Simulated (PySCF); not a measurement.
Polarisability and C₆ of In (indium, neutral)

[Kr] 4d10 5s1 5p2, high-spin 4P determinant (an excited configuration). Calculation: PySCF 2.14, in aug-cc-pVQZ-PP with ECP28MDF (7s7p5d3f2g, 92 functions); scalar relativity through the core potential. Coupled (time-dependent) response in atomic units; α is the mean over directions.

| method | mean α (bohr³) | α xx, yy, zz | C₆ (like pair) | S(−4) |
| --- | --- | --- | --- | --- |
| LC-wPBE | 63.66 | 52.22, 69.38, 69.38 | 673.7 | 1679 |

S(−4) is the Cauchy moment in α(ω) = α(0) + S(−4) ω² + …

Spin-orbit coupling is absent.

α(iu) at LC-wPBE:

```json
{"u (hartree)": "0", "α(iu) (bohr³)": "63.66"}
{"u (hartree)": "0.0500", "α(iu) (bohr³)": "59.79"}
{"u (hartree)": "0.100", "α(iu) (bohr³)": "50.99"}
{"u (hartree)": "0.200", "α(iu) (bohr³)": "33.60"}
{"u (hartree)": "0.300", "α(iu) (bohr³)": "22.57"}
{"u (hartree)": "0.500", "α(iu) (bohr³)": "12.18"}
{"u (hartree)": "0.750", "α(iu) (bohr³)": "7.215"}
{"u (hartree)": "1.00", "α(iu) (bohr³)": "4.972"}
{"u (hartree)": "1.50", "α(iu) (bohr³)": "2.930"}
{"u (hartree)": "2.00", "α(iu) (bohr³)": "1.979"}
{"u (hartree)": "3.00", "α(iu) (bohr³)": "1.083"}
{"u (hartree)": "5.00", "α(iu) (bohr³)": "0.4594"}
```

The components differ because the open shell of this determinant is not spherical; for a pure term their mean is the scalar polarisability.

Energies and moments cover only the electrons outside the core potential.
